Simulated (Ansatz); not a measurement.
Program: Ansatz. Geometries: PBE0-D4/def2-TZVP. ΔE: electronic, gas phase. CCSD(T)/CBS is the MP2 limit (def2-TZVPP, def2-QZVPP) plus CCSD(T) − MP2 in def2-TZVPP, frozen cores. This one scheme is used for every species. DFT in def2-TZVPP. B3LYP here is the variant with VWN-RPA as its local correlation; programs differ in this. def2 core potentials past Kr. For Te outer-core shells are correlated without core-valence functions, which leaves a few kJ/mol of doubt a bond. Each species was taken in one conformer, which may not be the lowest.

`CB[TeH]` + `[NH2][AlH][SiH3]` → `[NH2][AlH][SiH2][TeH]` + `BC`  (formal exchange of groups at a Te–B bond)

| level | ΔE (kcal/mol) | difference from CCSD(T)/CBS |
| --- | --- | --- |
| PBE0-D4 | 2.8 | -0.2 |
| B3LYP-D4 | 2.7 | -0.3 |
| ωB97X-V | 2.7 | -0.3 |
| ωB97M-V | 2.3 | -0.7 |
| B2PLYP | 3.5 | 0.5 |
| PBE | 4.4 | 1.4 |
| PBE0 | 3.2 | 0.2 |
| B3LYP | 3.5 | 0.5 |
| SCS-MP2/def2-TZVPP | 3.2 | 0.2 |
| CCSD/def2-TZVPP | 3.9 | 0.9 |
| CCSD(T)/def2-TZVPP | 4.4 | 1.4 |
| HF/def2-QZVPP | 0.9 | -2.1 |
| MP2/def2-QZVPP | 2.5 | -0.5 |
| HF/CBS(def2) | 0.9 | -2.1 |
| MP2/CBS(def2) | 2.0 | -1.0 |
| CCSD/CBS(def2) | 2.5 | -0.5 |
| CCSD(T)/CBS | 3.0 | 0 |

Largest T1 diagnostic among the species: 0.013.

In def2-TZVPP, CCSD(T) changes the Hartree–Fock value by +3.4 kcal/mol (the triples alone add +0.5 kcal/mol) and MP2 by +2.4 kcal/mol. From PBE to PBE0 (25 % exact exchange), in def2-TZVPP and without D4, ΔE moves by −1.2 kcal/mol.
